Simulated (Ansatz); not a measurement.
Isolated molecules relaxed with PBE0-D4/def2-TZVP in Ansatz; ΔE leaves out vibrations. CCSD(T)/CBS is the MP2 limit (def2-TZVPP, def2-QZVPP) plus CCSD(T) − MP2 in def2-TZVPP, frozen cores. This one scheme is used for every species. Functionals use def2-TZVPP. def2 core potentials past Kr. For Br, Cd outer-core shells are correlated without core-valence functions, which leaves a few kJ/mol of doubt a bond. Scalar relativity is left out up to krypton.

`[F][Cd][Br]` + CH₄ → `[CH3][Cd][Br]` + H–F  (formal exchange of groups at a Cd–F bond)

**Question.** Is it downhill or uphill in electronic energy at CCSD(T)/CBS, and by how much? (Best estimate.)

**Answer.** Computed: Uphill: ΔE = +10.2 kcal/mol.

**Question.** What do these levels give: CAM-B3LYP-D4, r2SCAN, CCSD/def2-SVP, MP2/def2-TZVPP, HF/def2-QZVPP, SCS-MP2/def2-QZVPP? (Best estimate.)

**Answer.** The calculation gave: CAM-B3LYP-D4 12.9, r2SCAN 12.3, CCSD/def2-SVP 13.3, MP2/def2-TZVPP 5.2, HF/def2-QZVPP 18.4, SCS-MP2/def2-QZVPP 9.8 kcal/mol.

Largest T1 diagnostic among the species: 0.014.

Leaving LDA and LC-ωPBE aside and taking each functional with its dispersion term where it has one, the values, not all of them listed here, spread over 6.1 kcal/mol, from PBE-QIDH to B97M-V. LDA lies −4.3 kcal/mol from PBE without D4. In def2-TZVPP, CCSD(T) changes the Hartree–Fock value by −8.8 kcal/mol (the triples alone add −1.0 kcal/mol) and MP2 by −11.8 kcal/mol.
